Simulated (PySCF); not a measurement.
**How good is the calculation?**

Structure with atom numbers: `[O:1]=[C:2]([F:3])[c:4]1[cH:5][cH:6][cH:7][cH:8][cH:9]1`; H(Xn) means a hydrogen on atom n.

Published estimates (parent shift plus substituent increments) and measurements: δ $^{1}$H H(C5)/H(C9) 8.05; H(C7) 7.72; H(C6)/H(C8) 7.55 ppm (estimated from measurements, as parent shift plus tabulated substituent increment; solution, not stated per compound (mostly CDCl3 or CCl4); Pretsch, Buehlmann, Badertscher, Structure Determination of Organic Compounds, 4th ed. (2009)).
δ $^{19}$F F3 18.0 ppm (measured; solution, CDCl3; Marie Gonay, Chloé Batisse, Jean-François Paquin, Synthesis of Acyl Fluorides from Carboxylic Acids Using NaF-Assisted Deoxofluorination with XtalFluor-E, J. Org. Chem. 2020, 85, 10253−10260).

- GIAO PBE0/pcSseg-1 shieldings
- GFN2-xTB geometry
- program: PySCF
- no solvent, relativity neglected, single conformer, fast rotation and ring inversion assumed for equivalent nuclei

Q: How close does the calculation come?

A: 
Reference values: estimated from measurements, as parent shift plus tabulated substituent increment (solution, not stated per compound (mostly CDCl3 or CCl4); Pretsch, Buehlmann, Badertscher, Structure Determination of Organic Compounds, 4th ed. (2009)).
| atoms | quantity | reference | computed | computed, scaled |
| --- | --- | --- | --- | --- |
| H(C5)/H(C9) | δ $^{1}$H | 8.05 | 8.55 | 8.15 |
| H(C7) | δ $^{1}$H | 7.72 | 7.98 | 7.62 |
| H(C6)/H(C8) | δ $^{1}$H | 7.55 | 7.85 | 7.50 |

Reference values: measured (solution, CDCl3; Marie Gonay, Chloé Batisse, Jean-François Paquin, Synthesis of Acyl Fluorides from Carboxylic Acids Using NaF-Assisted Deoxofluorination with XtalFluor-E, J. Org. Chem. 2020, 85, 10253−10260).
| atoms | quantity | reference | computed | computed, scaled |
| --- | --- | --- | --- | --- |
| F3 | δ $^{19}$F vs CFCl3 | 18.0 | 18.4 | 8.4 |

Computed shifts are σ(ref) − σ with the named reference compound (TMS for H and C) calculated as an isolated molecule at the same level. The measured values may be among those fitted. Shieldings were converted by linear fits to measured shifts (mostly CDCl3, TMS scale, for H and C): $^{1}$H: δ = 30.01 − 0.943σ (rms 0.17 ppm, 504 shifts, 0.18 ppm with the 4 outliers that the fit left out); $^{19}$F: δ = 146.13 − 0.903σ +14.6 on sp3 carbon (rms 6.0 ppm, 223 shifts, 7.0 ppm with the 5 outliers that the fit left out vs CFCl3, solution or neat liquid). A few per cent of atoms miss by over 2 rms, more outside the fitted compound classes.

Q: How far are the unscaled $^{1}$H shifts from the references?

A: Mean signed difference +0.35 ppm, mean absolute 0.35 ppm over 3 comparisons; the largest is +0.50 ppm at H(C5)/H(C9) (hydrogen on an aromatic CH).

4 of the 5 published NMR values on file for this molecule are compared. The rest: values from further sources.
